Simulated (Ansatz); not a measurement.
Mulliken charges of `[NH2][Zn][CH2][TeH]` from ωB97M-V/def2-TZVPP in Ansatz (PBE0-D4/def2-TZVP geometry).

```tsv
atom	x (Å)	y (Å)	z (Å)	charge (e)
N1	-2.095	1.505	0.386	-0.419
Zn2	-0.667	0.387	0.311	0.384
C3	0.798	-0.859	0.138	-0.531
Te4	1.705	-0.675	-1.795	0.036
H5	-2.726	1.446	1.171	0.103
H6	-1.966	2.479	0.152	0.105
H7	0.451	-1.886	0.252	0.172
H8	1.561	-0.647	0.887	0.172
H9	2.939	-1.750	-1.501	-0.022
```

Question: By hand: the dipole of these point charges (1 e Å = 4.8032 D).

Answer: Σ q r = (0.054, -0.038, 0.185) e Å, of length 0.196 e Å = 0.94 D.

Question: How does the dipole of the full density compare? (An estimate is asked.)

Answer: Computed: (-0.055, 0.052, 0.405) e Å, 1.98 D; the point charges give 0.47 times that, at 30° from its direction.

Point charges leave out the atoms' own dipoles, such as those of lone pairs, and Mulliken's split depends on the basis, so the two needn't agree.
